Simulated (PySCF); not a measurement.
# Cl+: excitation energy

Cl+ [Ne] 3s2 3p4 (3P) → Cl+ [Ne] 3s1 3p4 4s1 (5P), as a difference of total energies. Computed with PySCF 2.14 in dyall-acv3z, with no relativity, point nucleus. Correlated levels: valence: [Ne] frozen; valence and next inner shell: 1s2 frozen; virtual orbitals above 40 to 60 times the deepest correlated orbital energy dropped. The calculations carry no spin-orbit coupling.

```csv
method,excitation energy (eV)
UHF,25.383
LDA,25.711
PBE,25.622
PBE0,25.924
LC-wPBE,26.295
PW91,25.650
MP2 (valence),25.626
SCS-MP2 (valence),25.824
MP2 (valence and next inner shell),25.719
SCS-MP2 (valence and next inner shell),25.889
```

Problem. How much does correlation contribute at MP2 (valence and next inner shell)?

Solution. 25.719 − (25.383) = 0.336 eV, measured against UHF.

A first-order spin-orbit estimate (lowest level to lowest level, LS coupling) adds -0.006 eV.

The upper state lies above the first ionisation limit, where it may autoionise and the basis confines it. A Rydberg-like electron needs more diffuse functions than a valence basis has.

The promoted electron is Rydberg-like, and one or two diffuse shells describe it only roughly, which tends to raise the upper state.
